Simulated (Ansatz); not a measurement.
`[F][GeH2][SH]` + `B[SiH]([SiH3])Cl` → `[SiH3][GeH2][SH]` + `B[SiH](F)Cl`  (redistribution)

Program: Ansatz. Geometries: PBE0-D4/def2-TZVP. ΔE: electronic, gas phase. CCSD(T)/CBS adds triple-zeta CCSD(T) − MP2 to the extrapolated MP2 energy (def2 sets, frozen cores). Functionals use def2-TZVPP. For Ge outer-core shells are correlated without core-valence functions, which leaves a few kJ/mol of doubt a bond. Scalar relativity is left out up to krypton. Each species was taken in one conformer, which may not be the lowest.

```
           species  BHLYP energy (Eh)
   `[F][GeH2][SH]`        -2576.89985
`B[SiH]([SiH3])Cl`        -1067.67538
`[SiH3][GeH2][SH]`        -2768.31059
     `B[SiH](F)Cl`         -876.29855
```

Task: Work out ΔE.

Result: ΔE = (-2768.31059) + (-876.29855) − (-2576.89985) − (-1067.67538) = -0.03391 Eh = -89.0 kJ/mol. CCSD(T)/CBS gives -88.7 kJ/mol.

Largest T1 diagnostic among the species: 0.012.

At CCSD(T), def2-SVP lies +20.6 kJ/mol from the extrapolated value and def2-TZVPP +3.4 kJ/mol. Leaving LDA and LC-ωPBE aside and taking each functional with its dispersion term where it has one, the values, not all of them listed here, spread over 17.9 kJ/mol, from BHLYP-D4 to revPBE-D4. LDA lies −5.5 kJ/mol from PBE without D4. From PBE to PBE0 (25 % exact exchange), in def2-TZVPP and without D4, ΔE moves by −6.0 kJ/mol.
